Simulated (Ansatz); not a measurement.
Abridged output of a molecular run in Ansatz:

```
Functional definition: HF
1650 factors; integrals over basis functions are off by at most 1.0e-3 eV
mean field evaluation 1: about -14122.1019 eV, gradient 3.9e1 eV
mean field evaluation 2: about -14122.4333 eV, gradient 3.9e1 eV
mean field evaluation 4: about -14126.0798 eV, gradient 4.6e0 eV
mean field evaluation 8: about -14126.1484 eV, gradient 2.1e-1 eV
mean field -14126.14865470 eV, -519.1263880127 hartree, gradient 1.7e-6 eV, S^2 0.000000; 0 other end points of the search recorded, 0 dependent functions left out
9 core orbitals not correlated: weight in the atoms' cores, before any rotation towards them, 1.000 or more for the frozen orbitals, at most 0.000 for the correlated occupied ones
reference -14126.14865470 eV, -519.1263880127 hartree; 16, 16 occupied and 253, 253 virtual orbitals, 1650 factors
second order -25.91002185 eV of doubles, -0.00000000 eV of singles
cycle   1  -26.37009454 eV  change   -4.6e-1 eV  update   1.1e-1
cycle   2  -27.04128868 eV  change   -6.7e-1 eV  update   3.2e-2
cycle   3  -27.18282609 eV  change   -1.4e-1 eV  update   1.6e-2
cycle   4  -27.16869382 eV  change    1.4e-2 eV  update   3.7e-3
cycle   5  -27.16828012 eV  change    4.1e-4 eV  update   1.8e-3
cycle   6  -27.16904317 eV  change   -7.6e-4 eV  update   5.1e-4
cycle   7  -27.16868571 eV  change    3.6e-4 eV  update   2.1e-4
cycle   8  -27.16861516 eV  change    7.1e-5 eV  update   6.2e-5
cycle   9  -27.16864271 eV  change   -2.8e-5 eV  update   2.4e-5
perturbative correction -1.00722574 eV, -0.0370148633 hartree
Total energy: -14154.32452315 eV, -520.1618320800 hartree
```

Its atoms:

Cartesian coordinates in Å:
```
C -0.076 -1.990 -0.225
O -0.337 -0.667 -0.620
C 0.195 0.301 0.239
O -0.423 0.324 1.504
Si -0.100 1.997 -0.580
H -0.397 -2.643 -1.037
H -0.631 -2.262 0.680
H 0.998 -2.145 -0.049
H 1.276 0.109 0.363
H -0.004 -0.319 2.082
H 0.511 1.999 -1.933
H -1.558 2.251 -0.675
H 0.547 3.044 0.252
```

Task: Which basis set was used?
A. def2-SVPD
B. def2-TZVPP
C. cc-pV(D+d)Z
D. def2-TZVPPD

Result: B. It gives 278 functions.

Task: Write the keys of the input that set method, charge and spin (a neutral closed shell needs none for the last two).

Result: 
```yaml
correlation: {method: ccsd_t}
```
